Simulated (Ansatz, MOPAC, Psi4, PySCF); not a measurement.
Species: BNH (charge 0, doublet). SMILES: B=[N]
Geometry from a B3LYP-D3(BJ)/def2-TZVP (Ansatz, a program for electronic structure) optimisation:
```xyz
3

B      0.0000     0.0000    -0.6130
N      0.0000     0.0000     0.6925
H      0.0000     0.0000    -1.7820
```
Charge 0, spin multiplicity 2.

Wanted: size of the dipole moment, in D. Conventions: non-relativistic; PM7 with its own dispersion and hydrogen-bond terms; 6-31G* and kin with 6d, 5d where marked; 6-311+G** with 5d; open shells spin-unrestricted; no spin-orbit coupling; LANL2DZ all-electron up to Ne; no dispersion term unless named. Ab initio and DFT rows: single points at B3LYP-D3(BJ) geometries (Ansatz). Semi-empirical rows: dipoles at the shared geometry.

| level | program | size of the dipole moment (D) |
|---|---|---|
| PM3 | MOPAC | 0.69 |
| PM6 | MOPAC | 3.30 |
| PM7 | MOPAC | 2.56 |
| PBE/STO-3G | Ansatz | 1.51 |
| PBE/LANL2DZ | Ansatz | 2.54 |
| PBE/def2-SVP | Ansatz | 2.30 |
| B3LYP/6-31G* | Ansatz | 2.52 |
| wB97X-D/6-311+G** | Psi4 | 2.90 |
| B3PW91/6-31G* (5d) | PySCF | 2.54 |

No value to compare with is used here. The 9 habitual levels span 0.69 (PM3) to 3.30 D (PM6).

The levels are drawn from those run, B3LYP/6-31G* more often than the rest, none by its result; runs whose electronic state is in doubt are left out.
